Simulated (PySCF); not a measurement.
H4Cl3GeNSi (SMILES [SiH3][NH][Ge]([Cl])([Cl])[Cl]), singlet, geometry from GFN2-xTB, with bond 4-3 at 2.4 times its length; CASSCF(2,2)/STO-3G (PySCF).

The PySCF input:
```python
from pyscf import gto, scf, mcscf
import numpy

mol = gto.M(
    atom='''
Si   -2.69142726    0.25957716    0.94312711
N    -1.15318962    0.93925221    0.48507237
Ge    0.32314845    0.05551866   -0.10438821
Cl    2.04036919   -3.24842298    3.37738544
Cl    1.81205621    1.50233918   -0.50910681
Cl   -0.16877655   -1.01481712   -1.85189958
H    -2.56515824   -0.57519003    2.14323276
H    -3.14801891   -0.54291093   -0.18949958
H    -3.51131864    1.44411556    1.19212556
H    -0.95687080    1.85977013    0.84442283
''',
    basis='sto-3g',
    verbose=4,
)

mf = scf.RHF(mol)
mf.kernel()
mc = mcscf.CASSCF(mf, 2, 2)
mc.fix_spin_(ss=0.0)
mc.kernel()
occ = numpy.linalg.eigvalsh(mc.fcisolver.make_rdm1(mc.ci, mc.ncas, mc.nelecas))[::-1]
ss = mc.fcisolver.spin_square(mc.ci, mc.ncas, mc.nelecas)[0]
print('natural occupations', occ.round(4), ' <S^2>', round(ss, 4))
```

Q: What does PySCF print? Leave out banner, timings and long lists.

A: 
```
PySCF version 2.14.0

[INPUT] verbose = 4
[INPUT] num. atoms = 10
[INPUT] num. electrons = 108
[INPUT] charge = 0
[INPUT] spin (= nelec alpha-beta = 2S) = 0
[INPUT] symmetry False subgroup None
[INPUT] Mole.unit = angstrom
[INPUT] Symbol           X                Y                Z      unit          X                Y                Z       unit  Magmom
[...]
nuclear repulsion = 789.097834063444
number of shells = 35
number of NR pGTOs = 189
number of NR cGTOs = 63
basis = sto-3g
ecp = {}

******** <class 'pyscf.scf.hf.RHF'> ********
method = RHF
initial guess = minao
damping factor = 0
level_shift factor = 0
DIIS = <class 'pyscf.scf.diis.CDIIS'>
diis_start_cycle = 1
diis_space = 8
diis_damp = 0
SCF conv_tol = 1e-09
SCF conv_tol_grad = None
SCF max_cycles = 50
direct_scf = True
direct_scf_tol = 1e-13
Set gradient conv threshold to 3.16228e-05
Initial guess from minao.
init E= -3753.43440550945
[...]
cycle= 1 E= -3757.01319274895  delta_E= -3.58  |g|= 0.328  |ddm|= 3.71

WARN: HOMO -0.0420962627110474 == LUMO -0.041985895085557

cycle= 2 E= -3756.65819559912  delta_E= 0.355  |g|= 0.45  |ddm|= 3.62
[...]
cycle= 3 E= -3757.06406267837  delta_E= -0.406  |g|= 0.144  |ddm|=  3.7
[...]
cycle= 4 E= -3757.07265335086  delta_E= -0.00859  |g|= 0.0828  |ddm|= 0.222
[...]
cycle= 5 E= -3756.69014743602  delta_E= 0.383  |g|= 0.319  |ddm|= 3.69
[...]
cycle= 6 E= -3757.07497039748  delta_E= -0.385  |g|= 0.055  |ddm|= 3.69
[...]
cycle= 7 E= -3757.07590928127  delta_E= -0.000939  |g|= 0.0497  |ddm|= 0.0866
[...]
cycle= 8 E= -3757.07566750197  delta_E= 0.000242  |g|= 0.0501  |ddm|= 0.0927
[...]
cycle= 9 E= -3757.077735997  delta_E= -0.00207  |g|= 0.0539  |ddm|= 0.229
[...]
cycle= 10 E= -3756.69826172425  delta_E= 0.379  |g|= 0.32  |ddm|= 3.69
[...]
cycle= 11 E= -3756.99409354978  delta_E= -0.296  |g|= 0.338  |ddm|=  2.4
[...]
cycle= 12 E= -3757.0875551751  delta_E= -0.0935  |g|= 0.175  |ddm|= 0.793
[...]
cycle= 13 E= -3757.10497848532  delta_E= -0.0174  |g|= 0.112  |ddm|= 0.323
[...]
cycle= 14 E= -3757.11059977819  delta_E= -0.00562  |g|= 0.0832  |ddm|= 0.359
[...]
cycle= 15 E= -3757.11519677389  delta_E= -0.0046  |g|= 0.028  |ddm|= 0.413
[...]
cycle= 16 E= -3757.11524583674  delta_E= -4.91e-05  |g|= 0.0295  |ddm|= 0.0928
[...]
cycle= 17 E= -3757.05992202263  delta_E= 0.0553  |g|= 0.241  |ddm|= 1.08
[...]
cycle= 18 E= -3757.10779331092  delta_E= -0.0479  |g|= 0.0932  |ddm|= 0.647
[...]
cycle= 19 E= -3757.11579805173  delta_E= -0.008  |g|= 0.00994  |ddm|= 0.379
[...]
cycle= 20 E= -3757.11601087425  delta_E= -0.000213  |g|= 0.00308  |ddm|= 0.114
[...]
cycle= 21 E= -3757.1160308137  delta_E= -1.99e-05  |g|= 0.00194  |ddm|= 0.0268
[...]
cycle= 22 E= -3757.1160296103  delta_E= 1.2e-06  |g|= 0.00162  |ddm|= 0.00448
[...]
cycle= 23 E= -3757.11600345355  delta_E= 2.62e-05  |g|= 0.00212  |ddm|= 0.0309
[...]
cycle= 24 E= -3757.11596120018  delta_E= 4.23e-05  |g|= 0.0017  |ddm|= 0.0559
[...]
cycle= 25 E= -3757.11602917917  delta_E= -6.8e-05  |g|= 0.0027  |ddm|= 0.0949
[...]
cycle= 26 E= -3757.11608876307  delta_E= -5.96e-05  |g|= 0.00651  |ddm|= 0.141
[...]
cycle= 27 E= -3757.1159904543  delta_E= 9.83e-05  |g|= 0.00462  |ddm|= 0.176
[...]
cycle= 28 E= -3757.11606357381  delta_E= -7.31e-05  |g|= 0.00642  |ddm|= 0.129
[...]
cycle= 29 E= -3757.11603801709  delta_E= 2.56e-05  |g|= 0.00646  |ddm|= 0.0313
[...]
cycle= 30 E= -3757.11602386798  delta_E= 1.41e-05  |g|= 0.00888  |ddm|= 0.0528
[...]
cycle= 31 E= -3757.11607422467  delta_E= -5.04e-05  |g|= 0.0087  |ddm|= 0.0569
[...]
cycle= 32 E= -3757.11580634054  delta_E= 0.000268  |g|= 0.0159  |ddm|= 0.0465
[...]
cycle= 33 E= -3757.11585152748  delta_E= -4.52e-05  |g|= 0.0113  |ddm|= 0.181
[...]
cycle= 34 E= -3757.1160081338  delta_E= -0.000157  |g|= 0.00188  |ddm|= 0.0817
[...]
cycle= 35 E= -3757.11602340049  delta_E= -1.53e-05  |g|= 0.00625  |ddm|= 0.0913
[...]
cycle= 36 E= -3757.11611592131  delta_E= -9.25e-05  |g|= 0.00195  |ddm|= 0.0623
[...]
cycle= 37 E= -3757.00449406083  delta_E= 0.112  |g|= 0.307  |ddm|= 1.96
[...]
cycle= 38 E= -3757.00294503079  delta_E= 0.00155  |g|= 0.308  |ddm|= 0.0143
[...]
cycle= 39 E= -3757.0443477115  delta_E= -0.0414  |g|= 0.253  |ddm|= 0.32
[...]
cycle= 40 E= -3757.11573221023  delta_E= -0.0714  |g|= 0.0242  |ddm|= 1.27
[...]
cycle= 41 E= -3757.02303885281  delta_E= 0.0927  |g|= 0.284  |ddm|= 1.47
[...]
cycle= 42 E= -3757.10394893277  delta_E= -0.0809  |g|= 0.105  |ddm|= 0.916
[...]
cycle= 43 E= -3757.11635278666  delta_E= -0.0124  |g|= 0.00468  |ddm|= 0.819
[...]
cycle= 44 E= -3757.11637103309  delta_E= -1.82e-05  |g|= 0.0125  |ddm|= 0.278
[...]
cycle= 45 E= -3757.11648948039  delta_E= -0.000118  |g|= 0.00198  |ddm|= 0.137
[...]
cycle= 46 E= -3757.09660019014  delta_E= 0.0199  |g|= 0.134  |ddm|= 1.14
[...]
cycle= 47 E= -3757.10342152949  delta_E= -0.00682  |g|= 0.108  |ddm|= 0.146
[...]
cycle= 48 E= -3757.10557440721  delta_E= -0.00215  |g|= 0.0987  |ddm|= 0.0469
[...]
cycle= 49 E= -3757.11200641452  delta_E= -0.00643  |g|= 0.0634  |ddm|= 0.213
[...]
cycle= 50 E= -3757.11219568907  delta_E= -0.000189  |g|= 0.0622  |ddm|= 0.0678
SCF not converged.
SCF energy = -3757.11219568907

******** <class 'pyscf.mcscf.mc1step.CASSCF'> ********
CAS (1e+1e, 2o), ncore = 53, nvir = 8
max_cycle_macro = 50
max_cycle_micro = 4
conv_tol = 1e-07
conv_tol_grad = None
orbital rotation max_stepsize = 0.02
orbital rotation threshold for CI restart = 0.01
augmented hessian ah_max_cycle = 30
augmented hessian ah_conv_tol = 1e-12
augmented hessian ah_linear dependence = 1e-14
augmented hessian ah_level shift = 1e-08
augmented hessian ah_start_tol = 2.5
augmented hessian ah_start_cycle = 3
augmented hessian ah_grad_trust_region = 3
kf_trust_region = 3
kf_interval = 4
ci_response_space = 4
ci_grad_trust_region = 3
with_dep4 0
natorb = False
canonicalization = True
sorting_mo_energy = False
ao2mo_level = 2
internal_rotation = False
******** <class 'pyscf.fci.addons.SpinPenaltyFCISolver'> ********
max. cycles = 50
conv_tol = 1e-08
davidson only = True
linear dependence = 1e-12
level shift = 0.001
max iter space = 12
nroots = 1
pspace_size = 400
spin = None
CASCI E = -3757.24786167080  S^2 = 0.0000000
Set conv_tol_grad to 0.000316228
macro iter   1 ( 12 JK    4 micro), CASSCF E = -3757.25785578310  dE = -9.99411230e-03  S^2 = 0.0000000
               |grad[o]|=0.0988  |grad[c]|=0.00859  |ddm|=0.0049  |maxRot[o]|=0.059
macro iter   2 ( 21 JK    4 micro), CASSCF E = -3757.25813049924  dE = -2.74716139e-04  S^2 = 0.0000000
               |grad[o]|=0.00153  |grad[c]|=0.000287  |ddm|=0.00304  |maxRot[o]|=0.307
macro iter   3 ( 21 JK    4 micro), CASSCF E = -3757.25821851361  dE = -8.80143662e-05  S^2 = 0.0000000
               |grad[o]|=0.00103  |grad[c]|=0.000119  |ddm|=0.00273  |maxRot[o]|=0.292
macro iter   4 ( 21 JK    4 micro), CASSCF E = -3757.25822275293  dE = -4.23932579e-06  S^2 = 0.0000000
               |grad[o]|=0.000714  |grad[c]|=1.27e-05  |ddm|=0.00114  |maxRot[o]|=0.151
macro iter   5 (  7 JK    2 micro), CASSCF E = -3757.25822311839  dE = -3.65456799e-07  S^2 = 0.0000000
               |grad[o]|=0.0003  |grad[c]|=1.13e-05  |ddm|=0.000204  |maxRot[o]|=0.0171
macro iter   6 (  5 JK    1 micro), CASSCF E = -3757.25822320856  dE = -9.01745807e-08  S^2 = 0.0000000
               |grad[o]|=5.58e-05  |grad[c]|=2.19e-05  |ddm|=0.000186  |maxRot[o]|=0.0417
macro iter   7 (  1 JK    1 micro), CASSCF E = -3757.25822320856  dE =  0.00000000e+00  S^2 = 0.0000000
               |grad[o]|=1.45e-05  |grad[c]|=2.92e-07  |ddm|=6.33e-16  |maxRot[o]|=    0
1-step CASSCF converged in   7 macro ( 88 JK  20 micro) steps
CASSCF canonicalization
Density matrix diagonal elements [1.00007514 0.99992486]
CASSCF energy = -3757.25822320856
CASCI E = -3757.25822320856  E(CI) = -0.907690846365313  S^2 = 0.0000000
natural occupations [1.0001 0.9999]  <S^2> 0.0
```

Convergence was not reached.
